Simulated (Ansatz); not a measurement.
`OB1CC1`, charge 0, multiplicity 1.

Give a relaxed structure at PBE0-D4/def2-TZVP (Ansatz 0.2.0). (An estimate is asked.)

Ansatz gave: 
Z-matrix (Å, degrees):
```
C
B 1 1.523
C 1 1.575 2 58.5
H 1 1.087 2 121.2 3 -103.7
H 1 1.087 2 121.2 3 103.7
O 2 1.341 1 150.4 3 -180.0
H 3 1.086 1 116.3 2 112.0
H 3 1.086 1 116.3 2 -111.9
H 6 0.962 2 112.9 1 0.0
```
Point group Cs.
This is one stationary point; other conformers may exist.
